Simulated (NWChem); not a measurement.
System: C₃HFO₃; SMILES O1C(=CF)OC1=O

NWChem input:

```
start job
memory heap 200 mb stack 900 mb global 1100 mb
geometry units angstroms noautosym nocenter noautoz
  O      0.303838     2.603201     0.000000
  C      0.097492     1.451335     0.000000
  O      0.921213     0.348393     0.000000
  C     -0.232176    -0.392202     0.000000
  C     -0.501742    -1.689103     0.000000
  F      0.458960    -2.599485     0.000000
  O     -1.059218     0.704803     0.000000
  H     -1.527665    -2.059982     0.000000
end
basis spherical
  * library def2-svp
end
dft
  xc b3lyp
  iterations 150
end
cosmo
  do_cosmo_smd true
  solvent anisole
end
task dft energy
```

Excerpt of the output:

```
             Northwest Computational Chemistry Package (NWChem) 7.3.0
             --------------------------------------------------------

                             Geometry "geometry" -> ""
                             -------------------------

 Output coordinates in angstroms (scale by  1.889725989 to convert to a.u.)

  No.       Tag          Charge          X              Y              Z
 ---- ---------------- ---------- -------------- -------------- --------------
    1 O                    8.0000     0.30383800     2.60320100     0.00000000
    2 C                    6.0000     0.09749200     1.45133500     0.00000000
    3 O                    8.0000     0.92121300     0.34839300     0.00000000
    4 C                    6.0000    -0.23217600    -0.39220200     0.00000000
    5 C                    6.0000    -0.50174200    -1.68910300     0.00000000
    6 F                    9.0000     0.45896000    -2.59948500     0.00000000
    7 O                    8.0000    -1.05921800     0.70480300     0.00000000
    8 H                    1.0000    -1.52766500    -2.05998200     0.00000000

 Effective nuclear repulsion energy (a.u.)     289.3409387547

                                 NWChem DFT Module
                                 -----------------

 Summary of "ao basis" -> "ao basis" (spherical)
 ------------------------------------------------------------------------------
       Tag                 Description            Shells   Functions and Types
 ---------------- ------------------------------  ------  ---------------------
 O                          def2-svp                 6       14   3s2p1d
 C                          def2-svp                 6       14   3s2p1d
 F                          def2-svp                 6       14   3s2p1d
 H                          def2-svp                 3        5   2s1p

 in cosmo_initialize ...
 calling solv_data for solv:anisole

 solvent parameters
 solvname_short: anisole
 solvname_long:  anisole
 dielec:        4.2247
 dielecinf:     2.3025
 nonaqueous SMD model solvent descriptors
 dielec:        4.2247
 sola:          0.0000
 solb:          0.2900
 solc:          0.7500
 solg:         50.5200
 solh:          0.0000
 soln:          1.5174

          ---------------
          -cosmo- solvent
          ---------------
 Cosmo: York-Karplus, doi: 10.1021/jp992097l
 dielectric constant -eps-     =   4.22
 screen = (eps-1)/(eps    )    =   0.76330
 surface charge correction     = lagrangian

   van der Waals surface
 --------------------------

[...]

                                COSMO-SMD solvation results
                                ---------------------------

             internal energy in gas <Psi(g)|H|Psi(g)> =      -440.036909747734
         internal energy in solvent <Psi(s)|H|Psi(s)> =      -440.036423289330
                               delta internal energy  =         0.000486458403 (    0.31 kcal/mol)
   total free energy in solvent <Psi(s)|H+V/2|Psi(s)> =      -440.041235233499
 polarization energy contribution <Psi(s)|V/2|Psi(s)> =        -0.004811944169 (   -3.02 kcal/mol)
    total free energy in solvent including G(SMD-CDS) =      -440.041847390569
                       G(SMD-CDS) energy contribution =        -0.000612157070 (   -0.38 kcal/mol)
     1 M fixed-concentration free energy of solvation =        -0.004937642836 (   -3.10 kcal/mol)

                       DFT Final Molecular Orbital Analysis
                       ------------------------------------

 Vector   24  Occ=2.000000D+00  E=-3.863806D-01
              MO Center= -6.2D-02,  5.3D-01, -3.9D-09, r^2= 1.6D+00
   Bfn.  Coefficient  Atom+Function         Bfn.  Coefficient  Atom+Function
  ----- ------------  ---------------      ----- ------------  ---------------
    34      0.477054  3 O  pz                90     -0.473165  7 O  pz
    37      0.346998  3 O  pz                93     -0.345125  7 O  pz
    27     -0.031733  2 C  d  1              55     -0.030393  4 C  d  1

 Vector   25  Occ=2.000000D+00  E=-3.527972D-01
              MO Center=  2.0D-01,  2.0D+00, -2.7D-10, r^2= 1.8D+00
   Bfn.  Coefficient  Atom+Function         Bfn.  Coefficient  Atom+Function
  ----- ------------  ---------------      ----- ------------  ---------------
     4      0.552602  1 O  px                 7      0.352876  1 O  px
    88      0.227190  7 O  px                33     -0.186008  3 O  py
    32      0.172757  3 O  px                91      0.169608  7 O  px
    21      0.153035  2 C  px                36     -0.142252  3 O  py
    35      0.126626  3 O  px                87      0.111595  7 O  s

 Vector   26  Occ=2.000000D+00  E=-2.636481D-01
              MO Center= -2.0D-01, -7.2D-01,  6.6D-11, r^2= 3.0D+00
   Bfn.  Coefficient  Atom+Function         Bfn.  Coefficient  Atom+Function
  ----- ------------  ---------------      ----- ------------  ---------------
    62      0.400279  5 C  pz                48      0.360133  4 C  pz
    76      0.269496  6 F  pz                65      0.241902  5 C  pz
    51      0.215594  4 C  pz                79     -0.216466  6 F  pz
    90     -0.204498  7 O  pz                 6      0.198907  1 O  pz
    34     -0.196001  3 O  pz                 9      0.165425  1 O  pz

 Vector   27  Occ=0.000000D+00  E=-1.955325D-02
              MO Center= -5.6D-02,  6.0D-01,  3.1D-09, r^2= 3.8D+00
   Bfn.  Coefficient  Atom+Function         Bfn.  Coefficient  Atom+Function
  ----- ------------  ---------------      ----- ------------  ---------------
    20      0.525970  2 C  pz                23      0.449419  2 C  pz
    65      0.387300  5 C  pz                 9     -0.363540  1 O  pz
     6     -0.347900  1 O  pz                51     -0.339063  4 C  pz
    62      0.340460  5 C  pz                48     -0.303465  4 C  pz
    76      0.132633  6 F  pz                79     -0.130299  6 F  pz

[...]
```

Level: B3LYP/def2-SVP, SMD on the gas-phase geometry. The geometry was optimised at PBE0/def2-SVP. Solvent: anisole.
